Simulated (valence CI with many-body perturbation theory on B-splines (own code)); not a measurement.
# Forbidden lines of Pb³²⁺

Level of theory: configuration interaction combined with many-body perturbation theory (CI+MBPT): four valence electrons over a frozen Dirac-Fock core [Kr] 4d10, a basis of 8 s, 8 p, 9 d, 9 f, 6 g, 3 h, 2 i functions for each j, with the one-electron correlation potential Σ1, the two-electron term Σ2, the three-electron term Σ3, Breit, model QED; selected CI, second order for the rest (own B-spline code, finite nucleus).

The last digits are not significant, and no measured levels were compared; by estimate large intervals hold to a few tenths of a per cent, small ones and those within an open d or f shell to about a per cent. Core correlation moves these levels by up to 5200 cm⁻¹, and in measured spectra 5 to 20 % of such shifts remained as error; rates that hang on mixing are uncertain with them. Only levels of the ground parity were solved; by the run's estimate the other parity begins above the list, which can be wrong where configurations are misplaced.

Lines 1 to 50 of 120 in falling wavelength, among levels below 215940 cm⁻¹, chosen from the decays that carry over 1 % of a level's rate. Wavelengths and rates use the calculated energies. Electric multipoles are in the length gauge, E1 and E2 with the static RPA response of the core. Weak lines are less certain than strong ones. Lines between different terms over intervals too small for the method are left out, as are lines whose strength nearly cancels. Where a level lies close to another of its J and parity, the split of strength between their lines is uncertain.

Levels are named by their leading jj configuration (3d3/2^4 stands for four electrons in 3d with j = 3/2), which in mixed levels can hold well under half, so a name can repeat and another be missing. Letters in brackets count levels of one name in rising energy.

```
λ vac (Å)                      Upper                      Lower  Type   A (s⁻¹)  Branch %
    12120        (4f5/2^3 4f7/2) J=8        (4f5/2^3 4f7/2) J=7    M1  9.65e+00     100.0
    11140    (4f5/2^3 4f7/2) J=2 [b]    (4f5/2^3 4f7/2) J=3 [a]    M1  7.41e+00       1.5
     9380  (4f5/2^2 4f7/2^2) J=6 [b]  (4f5/2^2 4f7/2^2) J=5 [a]    M1  1.24e+01       1.1
     8396    (4f5/2^3 4f7/2) J=3 [a]    (4f5/2^3 4f7/2) J=4 [a]    M1  3.39e+01       3.6
     8261  (4f5/2^2 4f7/2^2) J=0 [a]      (4f5/2^2 4f7/2^2) J=1    M1  5.78e+01       5.4
     8130        (4f5/2^3 4f7/2) J=7        (4f5/2^3 4f7/2) J=6    M1  6.36e+01     100.0
     7894    (4f5/2^3 4f7/2) J=2 [a]    (4f5/2^3 4f7/2) J=1 [a]    M1  2.83e+01       3.5
     6710  (4f5/2^2 4f7/2^2) J=3 [b]  (4f5/2^2 4f7/2^2) J=2 [a]    M1  3.02e+01       1.9
     5390    (4f5/2^3 4f7/2) J=3 [b]    (4f5/2^3 4f7/2) J=4 [a]    M1  4.08e+01       1.8
     5326    (4f5/2^3 4f7/2) J=2 [b]    (4f5/2^3 4f7/2) J=1 [a]    M1  3.28e+01       6.8
     4585  (4f5/2^2 4f7/2^2) J=5 [c]  (4f5/2^2 4f7/2^2) J=4 [b]    M1  3.35e+02      12.5
     4420        (4f5/2^3 4f7/2) J=6    (4f5/2^3 4f7/2) J=5 [a]    M1  5.88e+02     100.0
     4302  (4f5/2^2 4f7/2^2) J=5 [a]  (4f5/2^2 4f7/2^2) J=4 [a]    M1  3.28e+02      16.2
     3957  (4f5/2^2 4f7/2^2) J=4 [a]    (4f5/2^3 4f7/2) J=3 [b]    M1  3.28e+02      16.5
     3837    (4f5/2^3 4f7/2) J=1 [a]              (4f5/2^4) J=2    M1  5.47e+02     100.0
     3728      (4f5/2^2 4f7/2^2) J=1              (4f5/2^4) J=0    M1  3.05e+02      10.9
     3710  (4f5/2^2 4f7/2^2) J=8 [b]  (4f5/2^2 4f7/2^2) J=8 [a]    M1  2.06e+01       1.4
     3680      (4f5/2^2 4f7/2^2) J=9  (4f5/2^2 4f7/2^2) J=8 [a]    M1  2.11e+02       9.5
     3442    (4f5/2^3 4f7/2) J=1 [b]              (4f5/2^4) J=0    M1  4.58e+02      24.0
     3432    (4f5/2^3 4f7/2) J=4 [a]    (4f5/2^3 4f7/2) J=5 [a]    M1  1.61e+02       5.8
     3133  (4f5/2^2 4f7/2^2) J=4 [a]    (4f5/2^3 4f7/2) J=3 [a]    M1  4.72e+02      23.7
     3003    (4f5/2^3 4f7/2) J=5 [b]    (4f5/2^3 4f7/2) J=4 [a]    M1  5.81e+02      44.0
     2983  (4f5/2^2 4f7/2^2) J=3 [b]  (4f5/2^2 4f7/2^2) J=4 [a]    M1  1.75e+02      11.1
     2962  (4f5/2^2 4f7/2^2) J=5 [a]    (4f5/2^3 4f7/2) J=5 [b]    M1  1.21e+02       6.0
     2858  (4f5/2^2 4f7/2^2) J=8 [b]  (4f5/2^2 4f7/2^2) J=7 [a]    M1  4.71e+02      32.9
     2853    (4f5/2^3 4f7/2) J=5 [a]              (4f5/2^4) J=4    M1  2.07e+03     100.0
     2811  (4f5/2^2 4f7/2^2) J=5 [b]  (4f5/2^2 4f7/2^2) J=6 [a]    M1  8.83e+01       2.5
     2788    (4f5/2^3 4f7/2) J=3 [a]              (4f5/2^4) J=2    M1  4.39e+02      46.6
     2724  (4f5/2^2 4f7/2^2) J=8 [a]        (4f5/2^3 4f7/2) J=8    M1  1.35e+03      63.5
     2721  (4f5/2^2 4f7/2^2) J=5 [b]    (4f5/2^3 4f7/2) J=5 [b]    M1  7.25e+02      20.4
     2708  (4f5/2^2 4f7/2^2) J=7 [a]        (4f5/2^3 4f7/2) J=7    M1  9.15e+02      29.3
     2640    (4f5/2^3 4f7/2) J=4 [b]    (4f5/2^3 4f7/2) J=5 [b]    M1  2.82e+02      15.3
     2582    (4f5/2^3 4f7/2) J=2 [a]              (4f5/2^4) J=2    M1  7.84e+02      96.4
     2512    (4f5/2^3 4f7/2) J=5 [b]        (4f5/2^3 4f7/2) J=6    M1  1.54e+02      11.7
     2486              (4f5/2^4) J=2              (4f5/2^4) J=4    E2  3.10e-02     100.0
     2482  (4f5/2^2 4f7/2^2) J=4 [c]  (4f5/2^2 4f7/2^2) J=4 [a]    M1  2.59e+02       9.6
     2452              (4f5/2^4) J=0    (4f5/2^3 4f7/2) J=1 [a]    M1  1.07e+00      31.2
     2446  (4f5/2^2 4f7/2^2) J=4 [b]    (4f5/2^3 4f7/2) J=3 [b]    M1  1.42e+03      22.8
     2440  (4f5/2^2 4f7/2^2) J=6 [a]        (4f5/2^3 4f7/2) J=6    M1  5.48e+02      10.7
     2406  (4f5/2^2 4f7/2^2) J=2 [a]    (4f5/2^3 4f7/2) J=2 [b]    M1  4.65e+02       9.7
     2353    (4f5/2^3 4f7/2) J=3 [b]              (4f5/2^4) J=2    M1  1.83e+03      81.5
     2319  (4f5/2^2 4f7/2^2) J=3 [a]    (4f5/2^3 4f7/2) J=2 [b]    M1  1.38e+02       3.1
     2282  (4f5/2^2 4f7/2^2) J=4 [a]    (4f5/2^3 4f7/2) J=4 [a]    M1  6.40e+02      32.2
     2278  (4f5/2^2 4f7/2^2) J=2 [a]    (4f5/2^3 4f7/2) J=3 [b]    M1  6.20e+02      12.9
     2251  (4f5/2^2 4f7/2^2) J=6 [b]    (4f5/2^3 4f7/2) J=5 [b]    M1  5.24e+02      46.8
     2230    (4f5/2^3 4f7/2) J=2 [b]              (4f5/2^4) J=2    M1  4.41e+02      91.5
     2224  (4f5/2^2 4f7/2^2) J=8 [a]        (4f5/2^3 4f7/2) J=7    M1  7.67e+02      36.2
     2104  (4f5/2^2 4f7/2^2) J=4 [b]    (4f5/2^3 4f7/2) J=3 [a]    M1  5.59e+02       9.0
     2098  (4f5/2^2 4f7/2^2) J=2 [a]    (4f5/2^3 4f7/2) J=2 [a]    M1  3.04e+02       6.3
     2086  (4f5/2^2 4f7/2^2) J=5 [c]    (4f5/2^3 4f7/2) J=5 [b]    M1  6.34e+02      23.6
```
